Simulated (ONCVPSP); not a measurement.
## B: what ONCVPSP 4.0.1 does with a changed input

Command:

```bash
oncvpsp.x < B.dat > B.out
```

Input:

```
# ATOM AND REFERENCE CONFIGURATION
# atsym  z   nc   nv     iexc    psfile
  B 5.00    1    1  -102130      upf
#
#   n    l    f
    1    0    2.00
    2    0    2.00
#
# PSEUDOPOTENTIAL AND OPTIMIZATION
# lmax
    2
#
#   l,   rc,      ep,       ncon, nbas, qcut
    0    1.55    0.00    4    9    5.20
    1    1.50    0.02    5    9    5.50
    2    1.40    0.17    4    9    6.90
#
# LOCAL POTENTIAL
# lloc, lpopt,  rc(5),   dvloc0
    4    5    1.25    0.00
#
# VANDERBILT-KLEINMAN-BYLANDER PROJECTORs
# l, nproj, debl
    0    1    1.90
    1    3    2.60
    2    2    3.80
#
# MODEL CORE CHARGE
# icmod, fcfact, rcfact
    3    5.75    1.55
#
# LOG DERIVATIVE ANALYSIS
# epsh1, epsh2, depsh
   -2.00    5.00    0.02
#
# OUTPUT GRID
# rlmax, drl
    6.00    0.00
#
# TEST CONFIGURATIONS
# ncnf
    4
# nvcnf
#   n    l    f
    2
    2    0    2.00
    2    1    1.00
#
    1
    2    0    1.00
#
    2
    2    0    2.00
    2    1    0.50
#
    2
    2    0    1.00
    2    1    1.00
#
```

This is an input that runs to its end, with one change: drl set to zero.

Task: How does the run end?

Result: The program refuses the input: "test_data: must have drl > 0.0".

```
ONCVPSP  (Optimized Norm-Conservinng Vanderbilt PSeudopotential)
scalar-relativistic version 4.0.1

test_data: must have drl > 0.0
ERROR: test_data found   1 ERROR; stopping
```
